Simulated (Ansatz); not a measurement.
System: sum formula GeHCl$_{2}$, net charge 0, doublet state. It need not be the lowest isomer of its formula. SMILES: [Cl][GeH][Cl]
Geometry: optimised at B3LYP-D3(BJ)/def2-TZVP (Ansatz, a first-principles code).

Wanted: vertical electron affinity (to the singlet state of charge -1; a negative value means that the extra electron is unbound and the number depends on the basis; each state is the SCF solution reached for its spin), in eV. Cores are frozen in the correlated levels unless marked. UHF or UKS for open shells. Spin-orbit coupling is left out. Frozen are the shells of the preceding noble gas and the d and f shells that filled before the atom's block. No relativistic terms. Anions need diffuse functions: def2-D sets add few. CBS(X,Y): correlation extrapolated as X^-3; Hartree-Fock from the larger set. [CCSD(T)-MP2]/basis is that difference in the basis named.

```csv
level,program,vertical electron affinity (eV)
HF/def2-SVPD,Ansatz,1.24
```

Estimate the value at RI-MP2/CBS(def2-TZVPPD,def2-QZVPPD)+[CCSD(T)-MP2]/def2-TZVPPD as computed with Ansatz.

2.22 eV, so HF/def2-SVPD differs from it by -0.98 eV.
